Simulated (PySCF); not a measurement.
A PySCF script (with the pyscf-properties extension) for the NMR shieldings of `CCC(=O)O[Si@H](O)N(C)C`, C$_{5}$H$_{13}$NO$_{3}$Si, on a GFN2-xTB geometry:

```python
import basis_set_exchange as bse
import numpy as np
from pyscf import gto, dft
from pyscf.prop import nmr

atoms = """
C     4.055262   -0.110351    0.026342
C     2.705217    0.589800   -0.015562
C     1.574690   -0.321792    0.398825
O     1.718969   -1.448972    0.802210
O     0.395659    0.255932    0.270908
Si   -1.045059   -0.534462    0.597771
O    -0.968436   -2.120808    0.297895
N    -2.123750    0.136862   -0.543081
C    -3.408715   -0.491540   -0.730417
C    -2.151646    1.553691   -0.821512
H     4.254871   -0.481463    1.028048
H     4.846745    0.576441   -0.262339
H     4.059487   -0.959021   -0.652617
H     2.691259    1.451311    0.656765
H     2.482558    0.958923   -1.019140
H    -1.281587   -0.290648    2.022809
H    -0.115089   -2.530000    0.459306
H    -4.152849   -0.107799   -0.023170
H    -3.303185   -1.560659   -0.580811
H    -3.767348   -0.302756   -1.744483
H    -2.450019    1.713953   -1.860667
H    -1.160377    1.969395   -0.668265
H    -2.861410    2.080949   -0.173455
"""
names = dict.fromkeys(["C", "O", "Si", "N", "H"], "pcSseg-1")
basis = {el: gto.basis.parse(bse.get_basis(n, elements=[el], fmt="nwchem")) for el, n in names.items()}
mol = gto.M(atom=atoms, basis=basis, charge=0, verbose=0)
mf = dft.RKS(mol, xc="PBE0")
mf.grids.level = 2
mf.grids.alignment = dft.numint.BLKSIZE   # the property module wants whole blocks of grid points
mf.conv_tol = 1e-9
mf.kernel()

calc = nmr.RKS(mf)   # GIAO
C = mf.mo_coeff
Co = C[:, mf.mo_occ > 0]
resp = mf.gen_response(singlet=True, hermi=2)
def vind(x):   # induced exchange potential for any number of trial vectors
    d = np.einsum("pi,xij,qj->xpq", C, 2 * x.reshape(-1, C.shape[1], Co.shape[1]), Co, optimize=True)
    return np.einsum("xpq,pi,qj->xij", resp(d - d.transpose(0, 2, 1)), C, Co, optimize=True).ravel()
mo1, _ = nmr.rhf.solve_mo1(calc, with_cphf=vind)
sigma = calc.kernel(mo1)
for i, s in enumerate(sigma):   # ppm
    w = np.linalg.eigvalsh((s + s.T) / 2)
    print("%2d %-2s iso %8.1f  s11 %8.1f  s22 %8.1f  s33 %8.1f" % (i, mol.atom_pure_symbol(i), w.mean(), *w))
```

Q: Give the expected output.

A: 
```
 0 C  iso    176.2  s11    168.6  s22    175.4  s33    184.5
 1 C  iso    154.3  s11    136.0  s22    146.9  s33    180.1
 2 C  iso      4.8  s11    -93.4  s22     37.3  s33     70.5
 3 O  iso    -93.6  s11   -355.4  s22   -207.9  s33    282.4
 4 O  iso    107.0  s11    -35.4  s22    163.0  s33    193.3
 5 Si iso    391.0  s11    358.5  s22    385.0  s33    429.4
 6 O  iso    279.4  s11    257.7  s22    274.7  s33    305.9
 7 N  iso    233.2  s11    209.0  s22    220.5  s33    270.2
 8 C  iso    150.4  s11    126.1  s22    138.5  s33    186.6
 9 C  iso    149.1  s11    126.0  s22    135.4  s33    185.9
10 H  iso     30.4  s11     26.1  s22     28.7  s33     36.3
11 H  iso     30.8  s11     26.1  s22     28.2  s33     38.2
12 H  iso     30.5  s11     26.3  s22     28.9  s33     36.4
13 H  iso     29.3  s11     24.5  s22     30.0  s33     33.4
14 H  iso     29.3  s11     24.2  s22     30.3  s33     33.3
15 H  iso     26.6  s11     23.6  s22     24.3  s33     31.8
16 H  iso     27.8  s11     17.2  s22     24.6  s33     41.6
17 H  iso     29.4  s11     24.5  s22     27.0  s33     36.7
18 H  iso     28.4  s11     22.4  s22     28.6  s33     34.2
19 H  iso     29.4  s11     24.9  s22     26.8  s33     36.4
20 H  iso     29.3  s11     25.1  s22     26.6  s33     36.1
21 H  iso     28.5  s11     22.5  s22     29.2  s33     33.8
22 H  iso     29.4  s11     24.9  s22     26.8  s33     36.5
```

These numbers come from an equivalent density-fitted implementation of the same equations, which agrees with the script to about 0.01 ppm for H and up to a few tenths of a ppm for heavy atoms, so last digits may differ.

Q: Turn these shieldings into chemical shifts. Scale: TMS for $^{13}$C (σref 186.93), $^{29}$Si (σref 349.16), $^{1}$H (σref 31.72); H2O for $^{17}$O (σref 336.08); NH3 for $^{15}$N (σref 267.73) (reference shieldings calculated alike).

A: Averaging equivalent atoms: C 2: 182.1; C 8/9: 37.2; C 1: 32.6; C 0: 10.7; O 3: 429.7; O 4: 229.1; O 6: 56.7; Si 5: -41.8; N 7: 34.5; H 15: 5.13; H 16: 3.90; H 17/18/19/20/21/22: 2.67; H 14: 2.45; H 13: 2.43; H 10/11/12: 1.15 ppm. Unscaled 17O shifts of doubly bonded oxygen tend to come out too high, by tens of ppm or more. Experimental scales use liquid or dissolved standards, which lie at an offset from isolated NH3 (liquid NH3: subtract about 20 ppm) and H2O (liquid H2O: subtract about 36 ppm).

Size and cost of the density-fitted run: 242 basis functions, 2.6 min wall time on 1 thread of an Intel Xeon, shared host; peak memory 1.1 GiB.
